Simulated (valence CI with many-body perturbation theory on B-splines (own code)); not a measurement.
# Sr³¹⁺: calculated level list

Calculated by configuration interaction combined with many-body perturbation theory (CI+MBPT): five valence electrons over a frozen Dirac-Fock core [He], radial functions for each j: 9 s, 9 p, 8 d, 6 f, 3 g, 1 h, with the one-electron correlation potential Σ1, the two-electron term Σ2, the three-electron term Σ3, Breit, model QED; selected CI, second order for the rest (own B-spline code, finite nucleus).

No measured spectrum was set against this ion. As an estimate, large intervals hold to a few tenths of a per cent, small ones and those within an open d or f shell to about a per cent. Among the levels kept, up to 1500 cm⁻¹ of a level comes from second order outside the variational space, and about a tenth of that is noise between levels of different J, which matters for small intervals.

Levels 46 to 85 of 85, with energies above the lowest level, (2s^2 2p1/2^2 2p3/2) J=3/2. "Leading %" is the weight of the configuration and term that name the level; weights of strongly mixed levels are sums over their largest components and can fall short. In the jj column 3d3/2^4 stands for four electrons in 3d with j = 3/2.

| No. | Configuration | Term | J | E (Ry) | Leading % | Second component | Leading jj | g |
| --- | --- | --- | --- | --- | --- | --- | --- | --- |
| 46 | 2s²2p²3d | ⁴D | 3/2 | 169.79 | 42 | 25 % 2s²2p²3d ²P | 2s^2 2p1/2 2p3/2 3d5/2 (85 %) | 1.209 |
| 47 | 2s2p³3s | ⁴S° | 3/2 | 169.87 | 55 | 16 % 2s2p³3s ²P° | 2s 2p1/2^2 2p3/2 3s (69 %) | 1.693 |
| 48 | 2s²2p²3d | ⁴F | 9/2 | 170.07 | 51 | 49 % 2s²2p²3d ²G | 2s^2 2p1/2 2p3/2 3d5/2 (96 %) | 1.219 |
| 49 | 2s²2p²3d | ⁴D | 5/2 | 170.35 | 39 | 33 % 2s²2p²3d ²D | 2s^2 2p1/2 2p3/2 3d3/2 (54 %) | 1.232 |
| 50 | 2s²2p²3p | ²D° | 3/2 | 170.43 | 24 | 23 % 2s²2p²3p ⁴S° | 2s^2 2p3/2^2 3p1/2 (84 %) | 1.401 |
| 51 | 2s²2p²3d | ⁴P | 3/2 | 170.47 | 45 | 26 % 2s²2p²3d ²P | 2s^2 2p1/2 2p3/2 3d3/2 (83 %) | 1.390 |
| 52 | 2s²2p²3d | ⁴P | 1/2 | 170.63 | 51 | 27 % 2s²2p²3d ²S | 2s^2 2p1/2 2p3/2 3d3/2 (90 %) | 2.047 |
| 53 | 2s²2p²3p | ²D° | 5/2 | 170.64 | 52 | 22 % 2s²2p²3p ²F° | 2s^2 2p3/2^2 3p1/2 (91 %) | 1.182 |
| 54 | 2s²2p²3d | ²D | 5/2 | 170.93 | 59 | 22 % 2s²2p²3d ²F | 2s^2 2p1/2 2p3/2 3d5/2 (71 %) | 1.145 |
| 55 | 2s²2p²3d | ²F | 7/2 | 171.06 | 51 | 32 % 2s²2p²3d ²G | 2s^2 2p1/2 2p3/2 3d5/2 (81 %) | 1.087 |
| 56 | 2s²2p²3d | ²D | 3/2 | 171.13 | 70 | 19 % 2s²2p²3d ²P | 2s^2 2p1/2 2p3/2 3d5/2 (93 %) | 0.903 |
| 57 | 2s²2p²3d | ²P | 1/2 | 171.23 | 75 | 18 % 2s²2p²3d ²S | 2s^2 2p1/2 2p3/2 3d5/2 (88 %) | 0.885 |
| 58 | 2s²2p²3p | ²P° | 1/2 | 171.28 | 58 | 26 % 2s²2p²3p ²S° | 2s^2 2p3/2^2 3p3/2 (82 %) | 1.061 |
| 59 | 2s²2p²3p | ²D° | 5/2 | 171.29 | 53 | 30 % 2s²2p²3p ⁴P° | 2s^2 2p3/2^2 3p3/2 (95 %) | 1.267 |
| 60 | 2s²2p²3p | ²F° | 7/2 | 171.38 | 49 | 49 % 2s²2p²3p ⁴D° | 2s^2 2p3/2^2 3p3/2 (94 %) | 1.281 |
| 61 | 2s2p³3p | ⁶P | 3/2 | 171.94 | 59 | 19 % 2s2p³3p ⁴P | 2s 2p1/2^2 2p3/2 3p1/2 (76 %) | 2.062 |
| 62 | 2s2p³3p | ⁶P | 5/2 | 172.06 | 46 | 28 % 2s2p³3p ⁴P | 2s 2p1/2^2 2p3/2 3p1/2 (71 %) | 1.629 |
| 63 | 2s2p³3s | ⁴D° | 1/2 | 172.33 | 54 | 21 % 2s2p³3s ²P° | 2s 2p1/2^2 2p3/2 3s (77 %) | 0.565 |
| 64 | 2s2p³3s | ⁴D° | 3/2 | 172.35 | 29 | 18 % 2s2p³3s ⁴P° | 2s 2p1/2^2 2p3/2 3s (69 %) | 1.337 |
| 65 | 2s²2p²3p | ²P° | 1/2 | 172.50 | 82 | 7 % 2s²2p²3p ⁴D° | 2s^2 2p3/2^2 3p1/2 (83 %) | 0.695 |
| 66 | 2s²2p²3p | ²P° | 3/2 | 173.10 | 54 | 14 % 2s²2p²3p ²D° | 2s^2 2p3/2^2 3p3/2 (81 %) | 1.298 |
| 67 | 2s2p³3p | ⁶P | 7/2 | 173.33 | 68 | 25 % 2s2p³3p ⁴D | 2s 2p1/2^2 2p3/2 3p3/2 (76 %) | 1.601 |
| 68 | 2s²2p²3p | ²P° | 3/2 | 173.69 | 66 | 12 % 2s²2p²3p ²D° | 2s^2 2p3/2^2 3p3/2 (93 %) | 1.298 |
| 69 | 2s2p³3p | ⁴P | 3/2 | 173.85 | 55 | 16 % 2s2p³3p ²P | 2s 2p1/2^2 2p3/2 3p3/2 (81 %) | 1.667 |
| 70 | 2s2p³3s | ⁴D° | 5/2 | 173.91 | 54 | 22 % 2s2p³3s ⁶S° | 2s 2p1/2 2p3/2^2 3s (80 %) | 1.523 |
| 71 | 2s2p³3p | ⁴P | 5/2 | 174.26 | 47 | 26 % 2s2p³3p ⁶P | 2s 2p1/2^2 2p3/2 3p3/2 (67 %) | 1.542 |
| 72 | 2s2p³3p | ⁴P | 1/2 | 174.36 | 65 | 10 % 2s2p³3p ²P | 2s 2p1/2^2 2p3/2 3p3/2 (71 %) | 1.964 |
| 73 | 2s2p³3s | ²D° | 3/2 | 174.73 | 36 | 25 % 2s2p³3s ⁴D° | 2s 2p1/2 2p3/2^2 3s (82 %) | 1.272 |
| 74 | 2s²2p²3d | ²F | 7/2 | 175.15 | 52 | 36 % 2s²2p²3d ⁴D | 2s^2 2p3/2^2 3d5/2 (97 %) | 1.236 |
| 75 | 2s²2p²3d | ²P | 1/2 | 175.28 | 17 | 16 % 2s2p³3p ²P | 2s 2p1/2^2 2p3/2 3p1/2 (50 %) | 1.043 |
| 76 | 2s2p³3s | ⁴D° | 7/2 | 175.28 | 97 |  | 2s 2p1/2 2p3/2^2 3s (97 %) | 1.420 |
| 77 | 2s²2p²3d | ²D | 3/2 | 175.29 | 20 | 15 % 2s2p³3p ⁴F | 2s^2 2p3/2^2 3d3/2 (54 %) | 1.001 |
| 78 | 2s²2p²3d | ²G | 9/2 | 175.31 | 50 | 48 % 2s²2p²3d ⁴F | 2s^2 2p3/2^2 3d5/2 (95 %) | 1.215 |
| 79 | 2s²2p²3d | ²D | 5/2 | 175.38 | 32 | 23 % 2s²2p²3d ⁴D | 2s^2 2p3/2^2 3d3/2 (80 %) | 1.213 |
| 80 | 2s²2p²3d | ²P | 1/2 | 175.43 | 52 | 10 % 2s2p³3p ⁴D | 2s^2 2p3/2^2 3d5/2 (35 %) | 0.824 |
| 81 | 2s2p³3p | ⁴F | 3/2 | 175.44 | 23 | 18 % 2s²2p²3d ²D | 2s 2p1/2^2 2p3/2 3p1/2 (49 %) | 0.927 |
| 82 | 2s²2p²3d | ²F | 7/2 | 175.67 | 48 | 34 % 2s²2p²3d ²G | 2s^2 2p3/2^2 3d3/2 (94 %) | 1.069 |
| 83 | 2s2p³3s | ²D° | 5/2 | 176.09 | 77 | 19 % 2s2p³3s ⁴D° | 2s 2p1/2 2p3/2^2 3s (96 %) | 1.236 |
| 84 | 2s²2p²3d | ²S | 1/2 | 176.12 | 51 | 32 % 2s²2p²3d ⁴P | 2s^2 2p3/2^2 3d5/2 (48 %) | 2.015 |
| 85 | 2s²2p²3d | ²P | 3/2 | 176.45 | 59 | 15 % 2s²2p²3d ⁴P | 2s^2 2p3/2^2 3d5/2 (82 %) | 1.257 |
